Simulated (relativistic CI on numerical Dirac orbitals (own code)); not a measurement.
Calculated levels, Cl+

Method of calculation: Dirac-Coulomb-Breit CI, separate exchange-only KLI orbitals for each configuration, model QED (radiative potential, 1s self-energy scaled to tabulated hydrogen-like ionisation energies), valence Slater integrals scaled by 0.85, P86 correlation energy added to each configuration (own radial code, finite nucleus).

CI space (outside the closed core [Ne]): 3s²3p⁴, 3s3p⁵, 3s²3p³4s, 3s²3p³3d, 3s²3p³4p, 3s²3p³5s, 3s²3p³4d, 3p⁶, 3s3p⁴3d, 3s²3p³5p, 3s²3p³4f, 3s²3p³5d, 3s²3p³5f, 3s²3p²3d², 3s²3p3d²4s, 3s²3p3d³, 3s²3p3d²4p, 3s²3p3d²5s, 3s²3p3d²4d, 3s²3p²4s², 3s²3p3d4s², 3s²3p4s²4p, 3s²3p4s²5s, 3s²3p4s²4d, 3s²3p²3d4s, 3s²3p3d4s4p, 3s²3p3d4s5s, 3s²3p3d4s4d. Double excitations out of closed p, d and f shells are left out; levels of such configurations are missing from the list, as are those of other unlisted configurations, and high levels can miss mixing partners. These lack a partner that the ground configuration has and come out too high: 3s3p⁴3d, 3s²3p³5p, 3s²3p³4f, 3s²3p³5d, 3s²3p³5f.

The lowest level is 3s²3p⁴ ³P2, with 97 % of that term; Hund's rules for 3s²3p⁴ give ³P with J = 2, in agreement.

```
No.  Configuration  Term  J  E (cm⁻¹)   %  Lifetime (s)
  1         3s²3p⁴    ³P  2       0.0  97              
  2         3s²3p⁴    ³P  1     686.0  97      1.38e+02
  3         3s²3p⁴    ³P  0     980.6  97      7.26e+02
  4         3s²3p⁴    ¹D  2   11977.3  97      7.13e+00
  5         3s²3p⁴    ¹S  0   25676.8  95      4.51e-01
  6          3s3p⁵   ³P°  2  103309.1  69      1.45e-08
  7          3s3p⁵   ³P°  1  103943.4  69      1.43e-08
  8          3s3p⁵   ³P°  0  104277.8  69      1.42e-08
  9     3p³(4S°)4s   ⁵S°  2  114356.8  99              
 10     3p³(4S°)3d   ⁵D°  4  117918.0  98              
 11     3p³(4S°)3d   ⁵D°  3  117925.5  98              
 12     3p³(4S°)3d   ⁵D°  2  117933.0  98              
 13     3p³(4S°)3d   ⁵D°  1  117938.7  98              
 14     3p³(4S°)3d   ⁵D°  0  117941.7  98              
 15     3p³(4S°)4s   ³S°  1  119431.1  99      2.96e-10
 16     3p³(2D°)3d   ¹P°  1  124199.0  65      7.54e-09
 17     3p³(4S°)3d   ³D°  2  129483.5  97      8.33e-09
 18     3p³(4S°)3d   ³D°  3  129502.9  97      8.75e-09
 19     3p³(4S°)3d   ³D°  1  129525.7  97      8.06e-09
 20     3p³(2D°)4s   ³D°  1  134285.1  97      8.76e-10
 21     3p³(2D°)4s   ³D°  2  134300.8  97      8.74e-10
 22     3p³(2D°)4s   ³D°  3  134343.1  98      8.67e-10
 23     3p³(4S°)4p    ⁵P  1  134421.1  99      7.46e-09
 24     3p³(4S°)4p    ⁵P  2  134459.2  99      7.42e-09
 25     3p³(4S°)4p    ⁵P  3  134521.3  99      7.35e-09
 26     3p³(2D°)3d   ³F°  2  134762.9  97      4.38e-07
 27     3p³(2D°)3d   ³F°  3  134961.3  97      6.68e-07
 28     3p³(2D°)3d   ³F°  4  135210.8  98      7.16e+00
 29     3p³(2D°)4s   ¹D°  2  136652.0  96      4.04e-10
 30     3p³(2D°)3d   ¹S°  0  137443.6  99              
 31     3p³(4S°)4p    ³P  1  137562.6  98      1.20e-08
 32     3p³(4S°)4p    ³P  0  137573.7  99      1.20e-08
 33     3p³(4S°)4p    ³P  2  137576.0  98      1.20e-08
 34     3p³(2D°)3d   ³G°  3  140259.5  99      8.36e-07
 35     3p³(2D°)3d   ³G°  4  140262.5  99              
 36     3p³(2D°)3d   ³G°  5  140269.4  99              
 37     3p³(2D°)3d   ¹G°  4  143424.4  99              
 38     3p³(2P°)4s   ³P°  0  144201.9  96      5.96e-10
 39     3p³(2P°)4s   ³P°  1  144245.0  96      5.93e-10
 40     3p³(2P°)4s   ³P°  2  144339.2  95      5.88e-10
 41     3p³(2P°)4s   ¹P°  1  147057.8  97      2.87e-10
 42     3p³(2P°)3d   ¹D°  2  147551.7  95      7.92e-10
 43     3p³(2D°)3d   ³D°  1  148800.3  77      3.26e-10
 44     3p³(2D°)3d   ³D°  2  148971.2  76      3.05e-10
 45     3p³(2D°)3d   ³D°  3  149148.6  74      2.77e-10
```

Energies count from the lowest computed level; ° marks odd parity; lifetimes are radiative, by E1, M1, E2 decay to levels of this space only; some are left blank where a channel outside the calculation adds to the decay or the decay crosses a small, uncertain gap. Percentages are summed over parent terms; the parents shown are those of the largest component, closed shells are left out there.

The mean weight of the leading LS term, summed over parents, in these 45 levels is 93 %, and that of the leading jj configuration (from the same eigenvectors) 54 %, so LS coupling describes them better.

For a near-neutral ion this model can misplace configurations by up to about 10,000 cm⁻¹ (more where the count of f electrons changes) and terms by 10 to 25 % of their spread. Rates follow the energies as ν³ (E1, M1) or ν⁵ (E2), so they and the lifetimes can be off by large factors. The fine structure of a lone outer electron comes out too small, for d and f at times inverted, and misplaced configurations move strength between like terms. 73 of the 74 excited levels that our extract of the measured tables holds in this range could be paired (the sources list more); they are missed by 7065 cm⁻¹ on average and 12198 at most, and levels without a partner can miss by more.

Landé's interval rule says that E(J) − E(J−1) = AJ with one A. For the ground term the intervals give A = -294.6, -343.0 cm⁻¹ for J = 1, 2; the multiplet is inverted.
